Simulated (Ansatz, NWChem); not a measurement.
# Worked example: the enthalpy of formation of GeH4 (germane)

GeH4: 5 atoms, total charge 0, spin state singlet. As SMILES, `[GeH4]`. The coordinates come from a PBE0-D4/def2-TZVP relaxation.

```xyz
5

Ge    0.0001    0.0001    0.0000
H     1.1481   -0.7563    0.6806
H    -1.2388   -0.0300    0.9042
H    -0.3292   -0.6691   -1.3406
H     0.4198    1.4554   -0.2441
```

Total energies at TPSS/def2-TZVP (NWChem 7.3.0); the atoms run unrestricted:

| species | state | energy (Eh) |
| --- | --- | --- |
| GeH4 | singlet | -2079.367781 |
| Ge | triplet | -2076.884345 |
| H | doublet | -0.499867 |

Harmonic wavenumbers at PBE0-D4/def2-TZVP, in cm⁻¹: 820, 820, 820, 924, 924, 2170, 2176, 2176, 2176.

Measured heats of formation of the gaseous atoms at 298.15 K, in kJ/mol: Ge 372.0, H 218.0. Spin-orbit lowering of the atoms at 298 K (mean of the ground term's levels less their thermal mean, from spectra), in kJ/mol: Ge 10.39. Take 1 Eh = 2625.50 kJ/mol, 1 cm⁻¹ = 0.0119627 kJ/mol, RT = 2.479 kJ/mol.

Question: What heat of formation follows?

Answer: 
1. Electronic atomisation energy: (-2076.884345) + 4 × (-0.499867) − (-2079.367781) = 0.483968 Eh = 1270.7 kJ/mol.
2. Zero-point energy: half the sum of the wavenumbers, 6503 cm⁻¹ = 77.8 kJ/mol.
3. Thermal vibrational enthalpy, Σ hcν̃/(exp(hcν̃/kT) − 1): 0.8 kJ/mol. Translation, rotation and pV of a non-linear molecule: 4 RT = 9.9 kJ/mol.
4. The 5 free atoms carry 5/2 RT each: 31.0 kJ/mol.
5. Spin-orbit coupling lowers the free atoms by 10.39 = 10.4 kJ/mol.
6. Atomisation enthalpy at 298 K: 1270.7 − 10.4 − 77.8 − 0.8 − 9.9 + 31.0 = 1202.8 kJ/mol.
7. Sum of the atoms' heats of formation: 1244.0 kJ/mol. Heat of formation: 1244.0 − 1202.8 = +41.2 kJ/mol.

The tabulated value is +90.8 kJ/mol (CRC Handbook of Chemistry and Physics), so this level is off by -49.6 kJ/mol, or 4.3 % of the atomisation enthalpy. Relativity is left out. Anharmonicity and any spin-orbit splitting of the molecule are left out.
